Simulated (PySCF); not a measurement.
An unknown shows these calculated signals:

1H NMR (600 MHz, computed): δ 4.22 (m, 1H), 3.50 (d, 6H), 3.08 (d, 2H).

13C{1H} NMR (computed): δ 33.0 (CH2).

No relativistic terms, one computed conformer, one averaged value for each set of equivalent atoms, isolated molecule. GIAO PBE0/pcSseg-1 shieldings; GFN2-xTB structure; PySCF 2.14.0 with density-fitted response routines.

Scale: 1H and 13C vs TMS (reference shieldings calculated alike).

Which of these does the molecule contain: a methoxy group, a three-membered ring, a Si–H bond, a ketone?

Results:


- A methoxy group: no.
- A three-membered ring: no.
- A Si–H bond: yes (δH 3.50 (d)).
- A ketone: no.

The data belong to `C([SiH]([SiH3])[SiH3])Cl`, CH₉ClSi₃; they needn't prove each group on their own.

Carbon signals by region: 1 below 50 ppm.

Carbons that carry Cl, above all several Cl atoms, come out too deshielded, partly because spin–orbit coupling is missing. Shifts are as computed. Against solution values, carbons near 30 ppm lie about +3 ppm off and those near 130 ppm about +5 ppm; carbons on Cl a further +6 ppm. Of 1211 compounds with measured shifts, 218 miss one by over three times the rms of a fit or turn the order of signals round; such compounds aren't used in these exercises. Multiplicities follow the n + 1 count of equivalent neighbours, as no J values were calculated; m marks all less simple cases, F and P coupling included.
